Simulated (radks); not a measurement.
The numbers below are computed, except where a source is named.
How relativity changes the ionisation of the cadmium ion Cd+ ([Kr] 4d10 5s1) to Cd2+ ([Kr] 4d10). Spin-unpolarised spherical Kohn-Sham, PBE, point nucleus unless stated (finite: rms radius 4.6087 fm), a radial shooting solver on a logarithmic mesh with Libxc functionals. A level marked "c x" has the speed of light scaled by that factor.

level,E(Cd+) (hartree),E(Cd2+) (hartree),IE (eV),HOMO,<r> HOMO (bohr)
non-rel.,-5466.73070,-5466.13290,16.267,5s,2.760
scalar-rel.,-5594.31308,-5593.68372,17.126,5s,2.650
"scalar-rel., finite nucleus",-5594.18681,-5593.55746,17.125,5s,2.650
Dirac,-5595.69438,-5595.06498,17.127,5s1/2,2.651
"Dirac, finite nucleus",-5595.56777,-5594.93839,17.126,5s1/2,2.651
"Dirac, c x 1.5",-5522.09935,-5521.48825,16.629,5s1/2,2.712
"Dirac, c x 3",-5480.30082,-5479.69980,16.355,5s1/2,2.748
"Dirac, c x 10",-5467.94483,-5467.34675,16.275,5s1/2,2.759

NIST Atomic Spectra Database: 16.908 eV (measured). The relativistic part of the total energy of Cd+ is -128.8 hartree (Dirac, finite nucleus), 2.4 % of the non-relativistic value. Spin polarisation and multiplet splitting of open shells are left out at every level.

Beside tabulated values, note that relativity, absent from the non-relativistic runs, is large for the heavy elements, and spin-unpolarised runs miss the spin-polarisation part of the exchange energy of open shells.
